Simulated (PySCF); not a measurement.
**C₆ coefficients of unlike pairs at PBE**

Calculated with PySCF 2.14 from the dipole response of each species, C₆(A,B) = (3/π) ∫ α_A(iu) α_B(iu) du, in atomic units, from isotropic polarisabilities. For ions this is the dispersion term alone; charge-induced terms of lower order in 1/R come first.

| species | configuration | basis | relativity | α (bohr³) | C₆ (like pair) |
| --- | --- | --- | --- | --- | --- |
| Kr(2+) | [Ar] 3d10 4s2 4p4 (3P) | x2c-QZVPPall with one added diffuse shell each of s, p, d, f type (12s9p6d5f1g) | spin-free X2C | 7.485 | 37.15 |
| B | [He] 2s2 2p1 (2P) | aug-cc-pCVQZ-DK (9s8p6d4f2g) | spin-free X2C | 23.78 | 116.6 |
| Ru | [Kr] 4d7 5s1 (5F) | def2-TZVPPD with the def2 core potential (28 electrons) (6s4p3d2f1g) | core potential | 53.19 | 419.1 |
| Mg+ | [Ne] 3s1 (2S) | x2c-QZVPPall with one added diffuse shell each of s, p, d, f type (10s7p6d3f) | spin-free X2C | 33.49 | 144.2 |

(1) Estimate C₆ for Mg+ with Kr(2+).

No spin-orbit coupling is included.

The other pairs:

```json
{"pair": "Mg+, Ru", "C₆": "242.4"}
{"pair": "Ru, Kr(2+)", "C₆": "106.8"}
{"pair": "Mg+, B", "C₆": "126.0"}
{"pair": "B, Kr(2+)", "C₆": "57.35"}
{"pair": "Ru, B", "C₆": "218.1"}
```

Results:

(1) The integral gives 55.77. The combination rule 2 C_A C_B / (C_A α_B/α_A + C_B α_A/α_B) gives 54.00 and the geometric mean 73.20.
